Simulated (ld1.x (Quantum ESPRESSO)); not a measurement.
# What one change does to a pseudopotential (Ru, TM)

| Item | Value |
| --- | --- |
| Element | Ru |
| Generator | ld1.x (Quantum ESPRESSO) 7.5 |
| Type | norm-conserving Troullier–Martins (Kleinman–Bylander form) |
| Functional | PBE |
| Relativity | scalar-relativistic |
| Frozen core | [Kr] |
| Valence charge | 8 |
| Reference configuration | 4d6 5s2 5p0 |
| Partial waves | 5s (bound): rc 2.35 bohr; 5p (bound, empty): rc 3.75 bohr; 4d (bound): rc 2.20 bohr |
| Local potential | all-electron potential smoothed inside 1.75 bohr (lloc = -1) |
| Core correction | Bessel-smoothed model core, default radius (core density twice the valence density) |

Change: wave 4d (bound): rc 2.20 bohr becomes 4d (bound): rc 1.72 bohr.

Cutoffs: the cutoffs (Ry, on a coarse ladder) from which the occupation-weighted sum of valence levels, in a spherical-Bessel basis at the reference potential, stays within 10 and 1 mRy of its value at 400 Ry; they do not see the model core or the augmentation charge, which bear on the density cutoff. Errors are all-electron minus pseudo energies relative to the spin-unpolarised reference configuration.

Task: How do hardness, ghosts and transferability respond?

Result: The potential gets harder (40 Ry and 50 Ry → 50 Ry and 60 Ry); both files keep a bound ghost (s); the errors of the 7 common tests hardly move. A smaller radius makes the pseudo-wave follow the all-electron one further in, where it bends more sharply, so more plane waves are needed.

```csv
quantity,base,changed
"cutoff, loose",40 Ry,50 Ry
"cutoff, tight",50 Ry,60 Ry
loose cutoff by channel (10 mRy a level),"s 6 Ry, d 35 Ry","s 6 Ry, d 40 Ry"
bound ghosts,s,s
"error for 4d7 5s1 5p0, meV [ΔE -1.70 eV]",-76,-83
"error for 4d7 5s0 5p0, meV [ΔE 5.59 eV]",-141,-156
"error for 4d6 5s0 5p0, meV [ΔE 23.78 eV]",-42,-46
"error for 4d5 5s0 5p0, meV [ΔE 54.40 eV]",-106,-102
"error for 4d7.5 5s0.5 5p0, meV [ΔE -2.02 eV]",-150,-161
"error for 4d7 5s0.5 5p0, meV [ΔE 1.16 eV]",-104,-114
"error for 4d8 5s0 5p0, meV [ΔE -2.03 eV]",-231,-247
s: phases at 4.04 bohr within 0.05 rad from the reference energy up to (Ry; the scan ends near 5),1.0,1.0
p: phases at 4.04 bohr within 0.05 rad from the reference energy up to (Ry; the scan ends near 5),1.5,1.5
d: phases at 4.04 bohr within 0.05 rad from the reference energy up to (Ry; the scan ends near 5),3.0,3.1
```

 A true bound ghost makes a file unfit for plane-wave use even where its test errors are small: the radial tests pick states by their node count and pass the ghost by.
